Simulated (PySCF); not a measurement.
From computed data to an observable: oscillator strength and radiative lifetime

1,1-dichloroprop-1-ene (C₃H₄Cl₂), SMILES CC=C(Cl)Cl.

The structure is a stationary point at B3LYP-D3(BJ)/def2-SVP.

TDA-PBE/def2-SVPD run with PySCF puts the first singlet state with f over 0.02 at 6.40 eV (vertical), with the transition dipole (-0.814, 1.307, 0.000) in atomic units.

Question: Find the oscillator strength, the wavelength and the radiative lifetime that this transition would have in vacuum if emission retraced absorption.

Answer: 
|μ|² = 2.3708 au, so |μ| = 3.91 D. ΔE = 6.40/27.211 = 0.2352 hartree. f = (2/3) ΔE |μ|² = 0.372 (the program prints 0.372).
λ = 1239.84/6.40 = 194 nm; ν = 51619 cm⁻¹.
Einstein's coefficient A = 0.6670 ν² f s⁻¹ (ν in cm⁻¹) = 6.6e8 s⁻¹, so τ = 1/A = 1.5 ns. This state is S4; the lower singlets have f = 0.000, 0.001, 0.000. The figure is the radiative limit of this one transition; relaxation, internal conversion, crossing to triplets and a medium change what is measured.
